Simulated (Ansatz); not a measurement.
Relaxation of ScCl₃ with RKS B3LYP-D4/def2-SVP.

```sh
$ ansatz run in.yaml --threads 2 --pin off --events-out ev --progress --plain --max-ram 4352MiB
```

```yaml
crystal:
  periodic: [false, false, false]
  atoms:
    - {symbol: Sc, position_ang: [-0.003690, 0.000520, 0.435820]}
    - {symbol: Cl, position_ang: [2.173910, -0.024480, -0.126190]}
    - {symbol: Cl, position_ang: [-1.063880, 1.893020, -0.158790]}
    - {symbol: Cl, position_ang: [-1.106340, -1.869070, -0.150850]}
basis:
  gaussian: {orbitals: def2-SVP}
hamiltonian: {xc: {name: B3LYP}, dispersion: d4}
scf: {omitted_lower_state_checks: [starts]}
output: {orbitals: {seedname: orbitals}}
relax: {f_tol: 0.02, max_steps: 100}
```

It took 7.5 s on 2 threads of Intel Xeon 6975P-C on a shared host.

Positions (Å) and forces (eV/Å) at steps 1, 2, 3, 4, 5 of 5:

```xyz
4
step=1 energy=-58261.9973 eV
Sc   -0.004    0.001    0.436    0.005    0.011   -0.185
Cl    2.174   -0.024   -0.126    0.309   -0.004    0.065
Cl   -1.064    1.893   -0.159   -0.151    0.268    0.061
Cl   -1.106   -1.869   -0.151   -0.162   -0.274    0.059
4
step=2 energy=-58262.0426 eV
Sc   -0.003    0.001    0.364    0.003    0.000   -0.325
Cl    2.218   -0.025   -0.102   -0.012    0.000    0.108
Cl   -1.086    1.932   -0.135    0.005   -0.009    0.109
Cl   -1.129   -1.908   -0.127    0.004    0.009    0.108
4
step=3 energy=-58262.0954 eV
Sc   -0.001    0.000    0.164    0.001    0.000   -0.078
Cl    2.254   -0.025   -0.035    0.094   -0.001    0.027
Cl   -1.104    1.964   -0.069   -0.047    0.082    0.026
Cl   -1.148   -1.939   -0.060   -0.048   -0.081    0.026
4
step=4 energy=-58262.1072 eV
Sc    0.000    0.000    0.024    0.001    0.000   -0.014
Cl    2.270   -0.026    0.012   -0.002    0.000    0.005
Cl   -1.113    1.979   -0.022    0.001   -0.001    0.005
Cl   -1.157   -1.953   -0.014    0.001    0.001    0.005
4
step=5 energy=-58262.1074 eV
Sc    0.000    0.000   -0.006   -0.001    0.000    0.004
Cl    2.271   -0.025    0.022   -0.007    0.000   -0.001
Cl   -1.114    1.979   -0.012    0.004   -0.006   -0.001
Cl   -1.158   -1.954   -0.004    0.004    0.006   -0.001
```
